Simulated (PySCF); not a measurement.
C3H4Cl2Se.
Structure used (PBE0-D3(BJ)/def2-SVP), in Å, numbered top down from 1:
```xyz
10
C3H4Cl2Se angstrom
C     -0.9082    0.3480   -0.7185
C      0.2936    0.0810    0.1671
Cl     0.9335   -1.5743   -0.1388
C      1.4019    1.0863   -0.0179
Cl     2.0817    1.0943   -1.6023
Se     1.9096    2.1977    1.2400
H     -1.3103    1.3506   -0.5077
H     -1.6883   -0.3984   -0.5155
H     -0.6270    0.2897   -1.7789
H      0.0152    0.1027    1.2279
```

Computed with core-valence-separated Tamm–Dancoff BHandHLYP/aug-pcX-1 (pcseg-1 on H, def2-SVPD on Cl, def2-SVPD on Se) in PySCF, non-relativistic, gas phase, PBE0-D3(BJ)/def2-SVP geometry. BHandHLYP without relativity tends to put these K edges a few eV too low, so spacings mean more than positions.

The lowest roots of each edge with f over 0.003 (five at most, numbered afresh; weaker and dark ones are left out), with transition dipoles (au) in the frame of the coordinates:

```
root  edge  E (eV)       f       μx       μy       μz
   1     C  282.88  0.0750   0.0712  -0.0693   0.0311
   2     C  283.84  0.0044  -0.0188   0.0007  -0.0169
   3     C  284.66  0.0276  -0.0192   0.0583   0.0140
   4     C  285.94  0.0138  -0.0414   0.0098  -0.0123
   5     C  286.00  0.0425  -0.0267   0.0712   0.0170
```

Molecules are fixed in this frame and the field points along (1, 1, 0)/√2. What effective strengths 3 f cos²θ do the roots have (θ between field and μ)?

root 1 (C4): 0.000, root 2 (C1): 0.003, root 3 (C2): 0.016, root 4 (C1): 0.011, root 5 (C2): 0.021. Root 5 is the strongest. Averaged over all orientations cos²θ is 1/3, which gives f back.

 Relativistic effects, spin–orbit coupling among them, are left out although an element past zinc is present.

One conformer stands for the species.
